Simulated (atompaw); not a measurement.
## LDA (PW92) PAW (atompaw) dataset for Tl, scalar-relativistic all-electron reference.

atompaw 4.2.0.5 was run on this input:

```
Tl 81
LDA-PW scalarrelativistic loggrid 2001 logderivrange -3 5 201
6 6 5 4 0 0
6 1 1
0 0 0
c
c
c
c
c
v
c
c
c
c
v
c
c
c
c
2
3.00 3.00 2.20 1.70
y
0.15
n
y
1.85
n
y
-0.15
y
2.6
n
custom rrkj gramschmidtortho besselshape
3 -0.5 ultrasoft
2.45
2.45
3.00
3.00
3.00
3.00
PWSCFOUT
UPFDX 0.0125d0 UPFXMIN -7.d0 UPFZMESH 81.d0
END
```

Command:

```bash
atompaw < Tl.input > Tl.log
```

The program printed (summary file):

```
Completed calculations for Tl (AE)

 Exchange-correlation type: LDA, Perdew-Wang correlation

 Radial integration grid is logarithmic
 r0 =   8.4913029E-05 h =   6.8779554E-03   n =      2001 rmax =   8.0000000E+01

 Scalar relativistic calculation

 AEatom converged in  36 iterations
   nz     =  81.00
   delta  =       3.781314029634E-15

 All Electron Orbital energies:
  n  l      occupancy      energy
  1  0      2.0000000E+00 -6.2893486E+03
  2  0      2.0000000E+00 -1.1198987E+03
  3  0      2.0000000E+00 -2.6728377E+02
  4  0      2.0000000E+00 -5.9600783E+01
  5  0      2.0000000E+00 -9.6504557E+00
  6  0      2.0000000E+00 -7.2246346E-01
  2  1      6.0000000E+00 -9.6343599E+02
  3  1      6.0000000E+00 -2.2226639E+02
  4  1      6.0000000E+00 -4.4843008E+01
  5  1      6.0000000E+00 -5.6050651E+00
  6  1      1.0000000E+00 -1.8932088E-01
  3  2      1.0000000E+01 -1.7559146E+02
  4  2      1.0000000E+01 -2.7554348E+01
  5  2      1.0000000E+01 -1.1483134E+00
  4  3      1.4000000E+01 -8.4085936E+00

 Total energy
   Total                    :   -40469.94488364779681

 ---
 Completed calculations for Tl (SC)

 Exchange-correlation type: LDA, Perdew-Wang correlation

 Radial integration grid is logarithmic
 r0 =   8.4913029E-05 h =   6.8779554E-03   n =      2001 rmax =   8.0000000E+01

 Scalar relativistic calculation

 SCatom converged in   1 iterations
   nz     =  81.00
   delta  =       2.922315678196E-17

 Valence Electron Orbital energies:
  n  l      occupancy      energy
   6  0      2.0000000E+00 -7.2246346E-01
   6  1      1.0000000E+00 -1.8932088E-01

 Total energy
   Total                    :   -40469.94488364711287
   Valence                  :     -736.65334316389180

 PAW parameters:
       lmax =            2
         rc =    3.0078175870715467
        irc =         1524
   rc_shape =    3.0078175870715467
    rc_vloc =    2.2071377266959438
    rc_core =    1.7112105304163412
   Vloc: Non norm-conserving form with l= 3;e=  -5.0000E-01
   Projector type: RRKJ pseudization + Gram-Schmidt ortho.
   Bessel compensation charge shape zeroed at rc

 Number of basis functions     6
 No.   n  nodes  l      Energy         Cp coeff         Occ
  1    6    5    0   -0.7224635E+00  0.1000000E+01  0.2000000E+01
  2  999    6    0    0.1500000E+00  0.5139089E-02  0.0000000E+00
  3    6    4    1   -0.1893209E+00  0.1000000E+01  0.1000000E+01
  4  999    5    1    0.1850000E+01  0.6387576E-01  0.0000000E+00
  5  999    3    2   -0.1500000E+00  0.1000000E+01  0.0000000E+00
  6  999    4    2    0.2600000E+01  0.4055861E+00  0.0000000E+00

 Eigenvalues of overlap operator (in the basis of projectors):
    1        3.21245940E-03
    2        1.38810968E-02
    3        6.37748004E-01
    4        2.36331726E+00
    5        3.16139318E+00
    6        1.20199613E+01

 Orbital leakage outside PAW augmentation regions
   orb  is_core?  %out_of_sphere
   1 0    T           0.00
   2 0    T           0.00
   3 0    T           0.00
   4 0    T           0.00
   5 0    T           0.00
   6 0    F          23.82
   2 1    T           0.00
   3 1    T           0.00
   4 1    T           0.00
   5 1    T           0.01
   6 1    F          64.21
   3 2    T           0.00
   4 2    T           0.00
   5 2    T           1.62
   4 3    T           0.00

 Summary of PAW energies
   Total valence energy     :   -736.65334492229488
   Smooth energy            :    -20.56746500344470
   One center               :   -716.08587991885020
   Smooth kinetic           :      1.53668629508815
   Vloc energy              :     -3.48776052670606
   Smooth exch-corr         :    -19.41924887106990
   One-center xc            :   -715.33471233386479
```

Note: ghost state, extra bound levels that the all-electron valence spectrum of the same l lacks: d at -9.0 eV. A true bound ghost makes a file unfit for plane-wave use.

The run took about 19 s on one core of a shared server CPU.
